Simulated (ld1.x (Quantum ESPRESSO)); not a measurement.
# What one change does to a pseudopotential (Sc (Z = 21), RRKJ)

scandium, norm-conserving RRKJ (Kleinman–Bylander form), made with ld1.x (Quantum ESPRESSO) 7.5 (BLYP, scalar-relativistic). Core [Ne], reference 3s2 3p6 3d0 4s0 4p0 (charge +3). Waves: 3p (bound): rc 1.10 bohr; 3d (bound, empty): rc 2.20 bohr; 3s (bound): rc 0.95 bohr. Local part: the s channel. Core correction: Bessel-smoothed model core inside 0.60 bohr. rho0 = 0.001.

All-electron outer shells of the reference configuration (BLYP, scalar-relativistic, ld1.x):

| shell | level (eV) | outermost node (bohr) | outermost maximum (bohr) |
| --- | --- | --- | --- |
| 2p | -421.61 | – | 0.23 |
| 3s | -86.20 | 0.42 | 0.92 |
| 3p | -64.44 | 0.39 | 0.96 |
| 3d | -32.29 | – | 1.01 |
| 4s | -25.51 | 1.27 | 2.50 |
| 4p | -20.33 | 1.38 | 2.80 |

Change: all radii but the core radius scaled by about 1.16 (s 1.10, p 1.28, d 2.54 bohr).

Cutoffs: the cutoffs (Ry, on a coarse ladder) from which the occupation-weighted sum of valence levels, in a spherical-Bessel basis at the reference potential, stays within 10 and 1 mRy of its value at 400 Ry; they do not see the model core or the augmentation charge, which bear on the density cutoff. Errors are all-electron minus pseudo energies relative to the spin-unpolarised reference configuration.

Q: What does the change do?

A: The potential gets softer (120 Ry and 200 Ry → 100 Ry and 180 Ry); of the 7 tests that both files solve, the error grows in 7 and shrinks in 0 by more than 15 % and 0.3 meV (median size 219.3 → 430.3 meV); neither file shows a bound ghost. A larger radius leaves more room for a smooth pseudo-wave, so fewer plane waves are needed. More of the atom is replaced by a form fitted at one configuration, so other configurations suffer.

```csv
quantity,base,changed
"cutoff, loose",120 Ry,100 Ry
"cutoff, tight",200 Ry,180 Ry
loose cutoff by channel (10 mRy a level),"p 80 Ry, s 100 Ry","p 55 Ry, s 90 Ry"
bound ghosts,none,none
"error for 3s2 3p6 3d1 4s2 4p0, meV [ΔE -44.60 eV]",+239,+463
"error for 3s2 3p6 3d1 4s1 4p0, meV [ΔE -37.78 eV]",+245,+474
"error for 3s2 3p6 3d1 4s0 4p0, meV [ΔE -24.87 eV]",+229,+440
"error for 3s2 3p6 3d0 4s2 4p0, meV [ΔE -36.33 eV]",+97,+149
"error for 3s2 3p6 3d0 4s2 4p1, meV [ΔE -41.07 eV]",+86,+133
"error for 3s2 3p6 3d1 4s0 4p2, meV [ΔE -38.79 eV]",+219,+430
"error for 3s1 3p6 3d1 4s2 4p0, meV [ΔE 17.08 eV]",-56,-98
```
